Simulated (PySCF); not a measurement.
Fe²⁺: ionisation energy

Fe²⁺ [Ar] 3d6 (5D) → Fe³⁺ [Ar] 3d5 (6S), as a difference of total energies. Computed with PySCF 2.14 in dyall-av2z, with the non-relativistic Hamiltonian (point nucleus). Correlated levels: valence: [Ar] frozen; virtual orbitals above 40 to 60 times the deepest correlated orbital energy dropped. The calculations carry no spin-orbit coupling.

| method | ionisation energy (eV) | plus first-order spin-orbit estimate | difference from reference of that sum (eV) |
| --- | --- | --- | --- |
| UHF | 28.483 | 28.536 | -2.115 |
| MP2 (valence) | 29.878 | 29.932 | -0.719 |
| SCS-MP2 (valence) | 30.019 | 30.073 | -0.578 |
| CCSD (valence) | 29.852 | 29.906 | -0.745 |
| CCSD(T) (valence) | 29.886 | 29.939 | -0.712 |

Reference: 30.651 ± 0.012 eV (measured; NIST Atomic Spectra Database, ionization energies).

A first-order spin-orbit estimate (lowest level to lowest level, LS coupling) adds 0.054 eV.

These non-relativistic numbers lack the scalar-relativistic shift.

Errors of the correlated levels include the incompleteness of this basis and the frozen core.
